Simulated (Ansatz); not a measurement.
Reaction (formal exchange of groups at a Y–O bond): `[OH][Y]([OH])[OH]` + CH₄ → `[CH3][Y]([OH])[OH]` + H₂O

Calculated with Ansatz (gas phase, PBE0-D4/def2-TZVP geometries, no zero-point term in ΔE). CCSD(T)/CBS adds triple-zeta CCSD(T) − MP2 to the extrapolated MP2 energy (def2 sets, frozen cores). This one scheme is used for every species. DFT in def2-TZVPP. HSE06 is defined as in plane-wave codes. def2 core potentials past Kr. For Y outer-core shells are correlated without core-valence functions, which leaves a few kJ/mol of doubt a bond. One conformer a species, not always the lowest.

```
             species  HSE06 energy (Eh)
 `[OH][Y]([OH])[OH]`         -265.83943
                 CH₄          -40.47234
`[CH3][Y]([OH])[OH]`         -229.85961
                 H₂O          -76.37727
```

Task: Work out ΔE.

Result: ΔE = (-229.85961) + (-76.37727) − (-265.83943) − (-40.47234) = 0.07489 Eh = +196.6 kJ/mol. CCSD(T)/CBS gives +199.2 kJ/mol.

Largest T1 diagnostic among the species: 0.014.

In def2-TZVPP, CCSD(T) changes the Hartree–Fock value by −11.5 kJ/mol (the triples alone add −1.1 kJ/mol) and MP2 by −6.0 kJ/mol. Leaving LDA and LC-ωPBE aside and taking each functional with its dispersion term where it has one, the values, not all of them listed here, spread over 15.2 kJ/mol, from HSE06-D4 to CAM-B3LYP-D4.
